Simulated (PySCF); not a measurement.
B(F)(GeH3)(OMe) (CH₆BFGeO), SMILES CO[B](F)[GeH3]. Atoms are numbered in the order given.

```xyz
11

B      0.6958     0.6745     0.0000
F      2.0311     0.7294     0.0000
Ge    -0.2359    -1.1952     0.0000
H     -1.1463    -1.3727     1.2336
H     -1.1463    -1.3727    -1.2336
H      0.7924    -2.3378     0.0000
O      0.0624     1.8629     0.0000
C     -1.3443     2.0345     0.0000
H     -1.6316     2.6054     0.8951
H     -1.6316     2.6054    -0.8951
H     -1.8807     1.0712     0.0000
```
Charge 0, spin multiplicity 1.

Geometry optimised at TPSSh-D3(BJ)/def2-SVP. The structure was generated by enumeration, and PubChem lists no compound with its InChIKey, so it may never have been made. The values are those of a single conformer.

Method: PySCF with PBE/def2-TZVP.

The molecule is in vacuum.

Computed frontier levels, gap, dipole moment and polarisability:
The highest occupied level is -7.02 eV, the lowest empty level comes out as -1.38 eV and the orbital gap is 5.63 eV. The dipole moment comes out as 2.26 D and the quadrupole, principal values (traceless, Buckingham form, about the centre of nuclear charge) is -8.04, 1.82, 6.22 D·Å. The mean static polarisability is 64.7 bohr³ (9.58 Å³) and the polarisability, principal values is 54.4, 63.9, 75.7 bohr³.
